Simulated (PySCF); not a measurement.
A series of related molecules.

All values: PBE0/pcSseg-1 (PySCF) at GFN2-xTB geometries, gas phase, one conformer each.

Task: Rank by the lowest Hirshfeld charge on any atom, highest value first.
A. `C[SiH2]CCC(=O)C(N)=O`
B. `C(=O)(C[SiH3])CC[SiH2]C`
C. `C[SiH2]CCC(=O)C(F)F`

Result: C (-0.211 e), B (-0.228 e), A (-0.281 e).

Task: Rank by HOMO energy, highest first.
A. `C/N=C\C(=O)CC[SiH2]C`
B. `C[SiH2]CCC(=O)C[SiH3]`
C. `C[SiH2]CCC(=O)C(N)=O`
D. `FC(F)C(=O)CC[SiH2]C`

Result: A (-6.78 eV), C (-7.24 eV), B (-7.54 eV), D (-7.93 eV).

All values together:

```tsv
SMILES	change	formula	μ (D)	HOMO (eV)	LUMO (eV)	lowest IAO charge (e)	highest IAO charge (e)	lowest Hirshfeld charge (e)	highest Hirshfeld charge (e)
C[SiH2]CCC=O	parent	C4H10OSi	3.10	-7.27	-0.60	-0.716 (C)	+0.775 (Si)	-0.229 (O)	+0.355 (Si)
C/N=C\C(=O)CC[SiH2]C	H on C replaced by CH=NMe	C6H13NOSi	2.32	-6.78	-1.22	-0.715 (C)	+0.761 (Si)	-0.213 (C)	+0.338 (Si)
C[SiH2]CCC(C)=O	H on C replaced by CH3	C5H12OSi	3.12	-7.28	-0.39	-0.718 (C)	+0.765 (Si)	-0.216 (C)	+0.337 (Si)
C[SiH2]CCC(=O)C(F)F	H on C replaced by CHF2	C5H10F2OSi	1.28	-7.93	-1.34	-0.715 (C)	+0.766 (Si)	-0.211 (C)	+0.341 (Si)
C[SiH2]CCC(=O)C(N)=O	H on C replaced by CONH2	C5H11NO2Si	1.37	-7.24	-1.89	-0.715 (C)	+0.765 (Si)	-0.281 (O)	+0.338 (Si)
C=NC(=O)CC[SiH2]C	H on C replaced by N=CH2	C5H11NOSi	4.54	-7.43	-1.33	-0.730 (C)	+0.783 (Si)	-0.229 (C)	+0.316 (Si)
C[SiH2]CCC(=O)C[SiH3]	H on C replaced by CH2SiH3	C5H14OSi2	3.27	-7.54	-0.89	-0.730 (C)	+0.781 (Si)	-0.228 (C)	+0.315 (Si)
```

Conformers: `[CH3:1][SiH2:2][CH2:3][CH2:4][CH:5]=[O:6]` with C1–Si2–C3–C4 180°, Si2–C3–C4–C5 180°, C3–C4–C5–O6 -126°; `[CH3:1]/[N:2]=[CH:3]\[C:4](=[O:5])[CH2:6][CH2:7][SiH2:8][CH3:9]` with N2–C3–C4–O5 -69°, C3–C4–C6–C7 -168°, C4–C6–C7–Si8 63°, C6–C7–Si8–C9 167°; `[CH3:1][SiH2:2][CH2:3][CH2:4][C:5]([CH3:6])=[O:7]` with C1–Si2–C3–C4 -53°, Si2–C3–C4–C5 -64°, C3–C4–C5–C6 178°; `[CH3:1][SiH2:2][CH2:3][CH2:4][C:5](=[O:6])[CH:7]([F:8])[F:9]` with C1–Si2–C3–C4 174°, Si2–C3–C4–C5 -70°, C3–C4–C5–O6 -6°, C4–C5–C7–F8 52°; `[CH3:1][SiH2:2][CH2:3][CH2:4][C:5](=[O:6])[C:7]([NH2:8])=[O:9]` with C1–Si2–C3–C4 179°, Si2–C3–C4–C5 -68°, C3–C4–C5–O6 -1°, C4–C5–C7–N8 -178°, C5–C7–N8–H 180° and -1°; `[CH2:1]=[N:2][C:3](=[O:4])[CH2:5][CH2:6][SiH2:7][CH3:8]` with C1–N2–C3–O4 93°, N2–C3–C5–C6 -147°, C3–C5–C6–Si7 -46°, C5–C6–Si7–C8 -147°; `[CH3:1][SiH2:2][CH2:3][CH2:4][C:5](=[O:6])[CH2:7][SiH3:8]` with C1–Si2–C3–C4 -145°, Si2–C3–C4–C5 -46°, C3–C4–C5–O6 22°, C4–C5–C7–Si8 172°.

Task: Give the shifts from the parent, `C[SiH2]CCC=O`.

Result: 
| SMILES | change in μ (D) | change in HOMO (eV) | change in LUMO (eV) |
| --- | --- | --- | --- |
| C/N=C\C(=O)CC[SiH2]C | -0.78 | +0.49 | -0.62 |
| C[SiH2]CCC(C)=O | +0.02 | -0.01 | +0.21 |
| C[SiH2]CCC(=O)C(F)F | -1.82 | -0.66 | -0.74 |
| C[SiH2]CCC(=O)C(N)=O | -1.73 | +0.03 | -1.29 |
| C=NC(=O)CC[SiH2]C | +1.44 | -0.16 | -0.73 |
| C[SiH2]CCC(=O)C[SiH3] | +0.17 | -0.27 | -0.29 |
